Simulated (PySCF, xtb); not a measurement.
Ga(OH)3 (GaH3O3), SMILES [OH][Ga]([OH])[OH]. One conformer was computed; it need not be the lowest.

Harmonic wavenumbers (cm⁻¹) from GFN2-xTB (xtb 6.7.1) at its own minimum, in rising order: 157, 157, 170, 336, 336, 348, 508, 575, 576, 643, 676, 676, 3621, 3621, 3624.

Question: What does B3LYP-D3(BJ)/def2-SVP (PySCF 2.14.0) give at its own minimum? (The exact figures need the calculation; the answer reports its results.)

Answer: 180, 180, 196, 310, 336, 337, 659, 737, 737, 813, 849, 849, 3843, 3843, 3845. Paired by order, the mean absolute difference is 118 cm⁻¹ and the zero-point energies are 22.9 and 25.3 kcal/mol.
